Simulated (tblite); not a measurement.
H9NOSi3 (charge +1 and doublet state).
Atom-mapped SMILES: `[SiH3:1][NH+:2][SiH2:3][O:4][SiH3:5]` (hydrogens: H6, H7, H8 on Si1; H9 on N2; H10, H11 on Si3; H12, H13, H14 on Si5)

Structure used (GFN2-xTB), in Å, numbered top down from 1:
```xyz
14
H9NOSi3 angstrom
Si    -1.9821   -0.2440    0.8894
N     -1.5026    0.9249   -0.3305
Si     0.0223    1.3493   -1.0639
O      1.2170    0.4853   -0.4462
Si     2.4484   -0.3724    0.2325
H     -3.2999   -0.7065    0.4515
H     -0.9087   -1.2288    0.9443
H     -2.0831    0.5556    2.1250
H     -2.2718    1.4750   -0.6864
H      0.2564    2.7514   -0.7186
H     -0.0926    1.0025   -2.4796
H      2.8356   -1.3193   -0.8213
H      1.8650   -1.0128    1.4075
H      3.4956    0.6194    0.4741
```

All values are computed: GFN2-xTB (tblite) harmonic vibrations without scaling, gas phase. Against measured fundamentals such values can be off by several per cent, at times by over 20. Modes of hydrogen on silicon can be 10 to 20 % off. One conformer, not necessarily the lowest. Open shells enter through the occupations alone, without spin polarisation, and single modes of such species can be off by tens of per cent.

Harmonic wavenumbers (cm⁻¹): 27.1, 29.6, 75.1, 84.7, 112.0, 132.0, 268.4, 371.6, 447.6, 498.4, 505.1, 518.9, 535.9, 553.5, 570.2, 597.2, 617.1, 627.0, 647.0, 670.5, 678.6, 698.1, 735.5, 759.8, 905.1, 1049.0, 1143.3, 2122.2, 2160.7, 2202.1, 2224.6, 2235.1, 2245.8, 2280.8, 2310.3, 3430.0.

A = 3559, B = 1287, C = 978.6 MHz; mass 122.999 u (most abundant isotopes); point group C1, symmetry number 1; spin multiplicity 2.

Problem. Zero-point energy?

Solution. Half the sum of the wavenumbers: 17535 cm⁻¹ = 209.76 kJ/mol.

Problem. Give the ideal-gas entropy at 298.15 K and 1 bar in the rigid-rotor, harmonic-oscillator model (classical rotation).

Solution. Translation 168.87, rotation 119.92, vibration 151.75, spin (R ln 2) 5.76: S = 446.3 J/(mol K).

Problem. And Cp and H(298.15 K) − H(0)?

Solution. Cp = 169.66 J/(mol K), of which vibrations give 136.41 (their classical limit is 36 R = 299.3); H(298.15 K) − H(0) = 31.53 kJ/mol without the zero-point energy, 21.61 from vibrations.

Problem. How do the functions run with temperature in this model?

Solution. 
```
T (K)  S (J/(mol K))  Cp (J/(mol K))  H − H(0) (kJ/mol)  G − H(0) (kJ/mol)  ln q(vib)
  150          353.6           104.3              10.97             -42.07       5.05
  250          418.1           151.1              23.79             -80.72       8.11
  400          500.5           199.0              50.40            -149.82      12.45
  600          588.7           235.3              94.13            -259.10      17.71
  900          691.1           268.8             170.19            -451.76      24.52
```

q(vib) and H(0) count from the zero-point level.

Problem. Which modes carry the vibrational entropy at 298.15 K?

Solution. 27.1 cm⁻¹: 25.23; 29.6 cm⁻¹: 24.50; 75.1 cm⁻¹: 16.80; 84.7 cm⁻¹: 15.81; 112.0 cm⁻¹: 13.53; 132.0 cm⁻¹: 12.20 J/(mol K); the other 30 give 43.67 together.

Hindered rotation and anharmonicity are outside this model. Other conformers, if any are populated, would add a mixing term that is left out. The structure is chiral; the term R ln 2 for an equal mix with its mirror image is left out.

On one thread of an Arm Neoverse V1, shared host with 32 logical CPUs at a one-minute load of 21, this took 0.54 s of wall time. The figure is for the frequency step alone.
